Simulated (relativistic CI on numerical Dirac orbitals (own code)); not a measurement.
Crystal-field levels of Pd3+, 4d7

Calculated by Dirac-Coulomb-Breit CI, separate exchange-only KLI orbitals for each configuration, model QED (radiative potential, 1s self-energy scaled to tabulated hydrogen-like ionisation energies), valence Slater integrals scaled by 0.8, one configuration in a parametric crystal field (own radial code).

Field parameters in Wybourne normalisation: Oh B⁴₀ = 21Dq, B⁴₄ = √(5/14) B⁴₀. The field is a parameter set, without covalency.

S is read from ⟨S²⟩ = S(S + 1).

Site symmetry Oh; labels are those of the double group. Computed levels in cm⁻¹ above the lowest, in rising order:

```tsv
Δ (size of 10Dq)	Lowest	No. 2	No. 3	No. 4	No. 5	No. 6	No. 7	No. 8
6000	Γ6	781 Γ8	2136 Γ8	3255 Γ7	6889 Γ8	7094 Γ6	7679 Γ8	8077 Γ7
10750	Γ6	794 Γ8	1971 Γ8	3133 Γ7	7329 Γ8	10690 Γ8	11170 Γ6	11475 Γ8
15550	Γ8	155 Γ6	1382 Γ8	3167 Γ7	4503 Γ8	13477 Γ8	15126 Γ6	15237 Γ8
20350	Γ8	3780 Γ6	4816 Γ8	6692 Γ7	7141 Γ8	17825 Γ8	19386 Γ8	19594 Γ6
25100	Γ8	8205 Γ6	9189 Γ8	11037 Γ7	11259 Γ8	22376 Γ8	23862 Γ8	23982 Γ6
29900	Γ8	12862 Γ6	13816 Γ8	15628 Γ7	15761 Γ8	27045 Γ8	28503 Γ8	28557 Γ6
34700	Γ8	17583 Γ6	18514 Γ8	20295 Γ7	20385 Γ8	31749 Γ8	33191 Γ8	33199 Γ6
39500	Γ8	22333 Γ6	23247 Γ8	25000 Γ7	25065 Γ8	36473 Γ8	37880 Γ6	37906 Γ8
44250	Γ8	27048 Γ6	27948 Γ8	29678 Γ7	29727 Γ8	41162 Γ8	42537 Γ6	42589 Γ8
```

Ground-state S against |10Dq| in cm⁻¹: 6000: 1.49, 10750: 1.49, 15550: 1.06, 20350: 0.65, 25100: 0.56, 29900: 0.53, 34700: 0.52, 39500: 0.51, 44250: 0.51.

The spin changes between |10Dq| = 10750 and 15550 cm⁻¹.
